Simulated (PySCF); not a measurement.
C$_{4}$H$_{10}$ClGaO, singlet, at a GFN2-xTB geometry (such geometries of metal compounds can be far from the true shape), atoms displaced at random by about 0.08 Å a coordinate; HF/STO-3G, gradient in PySCF.

Here is a job for PySCF.
```python
from pyscf import gto, scf

mol = gto.Mole()
mol.atom = '''
    Ga   -0.17451150    0.02573958   -0.30579912
    Cl    0.94866780    1.82413804    0.36961540
    C    -1.31644737   -0.19648014   -1.94405461
    C    -1.46856377    1.16430327   -2.80913202
    H    -2.41157282   -0.43487601   -1.66560920
    H    -1.10862675   -0.82617423   -2.54210142
    H    -0.49650225    1.46049454   -3.04284005
    H    -2.01313429    2.04612141   -2.22300570
    H    -2.16796782    0.99325226   -3.50328088
    O    -0.24786884   -1.52791973    0.73530464
    C     0.26204106   -2.06008802    1.61730542
    C     1.35417754   -1.39200808    2.61177268
    H    -0.46028426   -2.42272814    2.23430352
    H     0.93742086   -3.02599895    1.42029814
    H     0.80690864   -0.41705294    2.88971758
    H     1.64096883   -1.76842370    3.46059458
    H     2.31964528   -0.94135583    1.93328314
'''
mol.basis = 'sto-3g'
mol.verbose = 4
mol.build()

mf = scf.RHF(mol)
mf.conv_tol = 1e-4
mf.kernel()
g = mf.nuc_grad_method()
grad = g.kernel()
```

Question: Write the output that PySCF gives for this input, abridged.

Answer: 
```
PySCF version 2.14.0

[INPUT] verbose = 4
[INPUT] num. atoms = 17
[INPUT] num. electrons = 90
[INPUT] charge = 0
[INPUT] spin (= nelec alpha-beta = 2S) = 0
[INPUT] symmetry False subgroup None
[INPUT] Mole.unit = angstrom
[INPUT] Symbol           X                Y                Z      unit          X                Y                Z       unit  Magmom
[...]
nuclear repulsion = 642.578954702607
number of shells = 38
number of NR pGTOs = 186
number of NR cGTOs = 62
basis = sto-3g
ecp = {}

******** <class 'pyscf.scf.hf.RHF'> ********
method = RHF
initial guess = minao
damping factor = 0
level_shift factor = 0
DIIS = <class 'pyscf.scf.diis.CDIIS'>
diis_start_cycle = 1
diis_space = 8
diis_damp = 0
SCF conv_tol = 0.0001
SCF conv_tol_grad = None
SCF max_cycles = 50
direct_scf = True
direct_scf_tol = 1e-13
Set gradient conv threshold to 0.01
Initial guess from minao.
init E= -2583.11557394466
[...]
cycle= 1 E= -2584.41335485567  delta_E= -1.3  |g|= 0.588  |ddm|= 4.83
[...]
cycle= 2 E= -2584.56612369839  delta_E= -0.153  |g|= 0.191  |ddm|= 1.28
[...]
cycle= 3 E= -2584.58063567491  delta_E= -0.0145  |g|= 0.0611  |ddm|= 0.363
[...]
cycle= 4 E= -2584.58284784355  delta_E= -0.00221  |g|= 0.0182  |ddm|= 0.142
[...]
cycle= 5 E= -2584.58318529294  delta_E= -0.000337  |g|= 0.00681  |ddm|= 0.069
[...]
cycle= 6 E= -2584.58324564819  delta_E= -6.04e-05  |g|= 0.00339  |ddm|= 0.0279
[...]
Extra cycle  E= -2584.58326082565  delta_E= -1.52e-05  |g|= 0.00234  |ddm|= 0.0117
converged SCF energy = -2584.58326082565

******** <class 'pyscf.grad.rhf.Gradients'> for <class 'pyscf.scf.hf.RHF'> ********
unit = Eh/Bohr
--------------- RHF gradients ---------------
         x                y                z
0 Ga     0.0080044289     0.0593752779    -0.0264717053
1 Cl     0.0270562708     0.0464947825     0.0141803113
2 C     0.1227168340    -0.2497458597    -0.2132339768
3 C     0.0169692425    -0.0230863418    -0.1613720467
4 H    -0.0531250458    -0.0055696777    -0.0008864992
5 H    -0.0848970999     0.2084173750     0.1829307041
6 H    -0.0289959185    -0.0196955187     0.0342708421
7 H    -0.0457622097     0.0550055083     0.0211215394
8 H     0.0420658325     0.0204767716     0.0914548276
9 O     0.1705831571    -0.3206597237     0.4250169054
10 C    -0.3102177179     0.2619866130    -0.3339637007
11 C     0.0304383042    -0.2039827307     0.1925734837
12 H     0.0576413974     0.0419723921    -0.0769525781
13 H     0.0418219732    -0.0317739013     0.0184040963
14 H    -0.0298094694     0.0330439037     0.0011798903
15 H    -0.0390283295     0.0791733102    -0.1088017270
16 H     0.0745383501     0.0485678194    -0.0594503666
----------------------------------------------
```
